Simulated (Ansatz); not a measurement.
A structure relaxed at PBE-D4/def2-SVP in Ansatz, charge 0, doublet:

```tsv
atom	x (Å)	y (Å)	z (Å)
Zn1	0.010	0.979	0.257
Zn2	-0.030	-1.553	-0.433
Br3	1.156	0.511	-1.798
Br4	1.058	-0.043	2.068
Br5	-2.194	0.106	-0.094
```

Give its formula and point group.

the cluster Zn₂Br₃. Point group Cs (tolerance 0.1 Å).

Summarise the bond lengths by kind (pairs closer than 1.2 times the sum of covalent radii, bridged metal pairs left out).

5 × Br–Zn 2.33 to 2.75 Å.

Another isomer (doublet) lies 0.65 eV lower at PBE0-D4/def2-TZVP; other spin states weren't run for this one.
